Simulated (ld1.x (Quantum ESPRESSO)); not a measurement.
## vanadium: variants of one TM potential

Base potential:

vanadium, norm-conserving Troullier–Martins (Kleinman–Bylander form), made with ld1.x (Quantum ESPRESSO) 7.5 (LDA (PZ), scalar-relativistic). Core [Ne], reference 3s2 3p6 3d4 4s1 4p0. Waves: 3p (bound): rc 1.20 bohr; 3d (bound): rc 1.45 bohr; 3s (bound): rc 1.10 bohr. Local part: the s channel. Core correction: a·sin(br)/r model core, default radius (core density twice the valence density).

Occupied shells without a wave of their own: 4s. They enter only through the test configuration that unscreens the potential, and ld1.x also counts them in the model core charge.

All-electron outer shells of the reference configuration (LDA (PZ), scalar-relativistic, ld1.x):

```json
{"shell": "2s", "level (eV)": "-596.92", "outermost node (bohr)": "0.09", "outermost maximum (bohr)": "0.26"}
{"shell": "2p", "level (eV)": "-498.73", "outermost node (bohr)": "–", "outermost maximum (bohr)": "0.21"}
{"shell": "3s", "level (eV)": "-66.17", "outermost node (bohr)": "0.38", "outermost maximum (bohr)": "0.82"}
{"shell": "3p", "level (eV)": "-40.44", "outermost node (bohr)": "0.35", "outermost maximum (bohr)": "0.85"}
{"shell": "4s", "level (eV)": "-4.05", "outermost node (bohr)": "1.19", "outermost maximum (bohr)": "2.86"}
{"shell": "3d", "level (eV)": "-2.63", "outermost node (bohr)": "–", "outermost maximum (bohr)": "0.92"}
{"shell": "4p", "level (eV)": "-1.14", "outermost node (bohr)": "1.33", "outermost maximum (bohr)": "4.01"}
```

Cutoffs, loose and tight: the cutoffs (Ry, on a coarse ladder) from which the occupation-weighted sum of valence levels, in a spherical-Bessel basis at the reference potential, stays within 10 and 1 mRy of its value at 400 Ry. They do not see the model core or the augmentation charge, which bear on the density cutoff. Test errors are all-electron minus pseudo excitation energies from the reference, over the configurations 3s2 3p6 3d3 4s2 4p0; 3s2 3p6 3d3 4s1 4p0; 3s2 3p6 3d3 4s0 4p0; 3s1 3p6 3d3 4s2 4p0; 3s2 3p6 3d3.5 4s1.5 4p0; 3s2 3p6 3d3 4s1 4p1; 3s2 3p6 3d2 4s2 4p0 (two spin-polarised tests are not counted in the largest error). A dash means not determined; rows that change the core or the reference have their own tests.

With those shells counted twice in exchange and correlation these files are broken, and their errors move erratically; no question is asked of them.

| change | outcome | cutoff, loose | cutoff, tight | bound ghosts | largest test error (meV) |
| --- | --- | --- | --- | --- | --- |
| base | generated | 110 Ry | 200 Ry | none | -559 |
| wave 3s (bound): rc 1.10 bohr becomes 3s (bound): rc 0.70 bohr | generated | 300 Ry | over 300 Ry | none | -494 |
| wave 3s (bound): rc 1.10 bohr becomes 3s (bound): rc 0.88 bohr | generated | 140 Ry | 260 Ry | none | -456 |
| wave 3s (bound): rc 1.10 bohr becomes 3s (bound): rc 1.26 bohr | generated, misses its reference levels by 0.19 eV | 100 Ry | 120 Ry | none | -818 |
| wave 3s (bound): rc 1.10 bohr becomes 3s (bound): rc 1.42 bohr | generated, misses its reference levels by 0.35 eV | 100 Ry | 110 Ry | none | -1144 |
| wave 3s (bound): rc 1.10 bohr becomes 3s (bound): rc 1.60 bohr | generated, misses its reference levels by 0.64 eV | 90 Ry | 110 Ry | none | -1757 |

Reading the sweep of the s radius (base included, trends over the rows without a ghost): The loose cutoff falls from 300 Ry at 0.7 to 90 Ry at 1.6 bohr. A larger radius leaves more room for a smooth pseudo-wave, so fewer plane waves are needed; a smaller one forces it to follow the all-electron wave where it bends sharply. The median size of the test errors (rows with all tests solved) rises from 52.8 meV at 0.7 to 827.9 meV at 1.6 bohr, with one reversal. More of the atom is replaced by a form fitted at one configuration, so other configurations suffer as the radius grows.
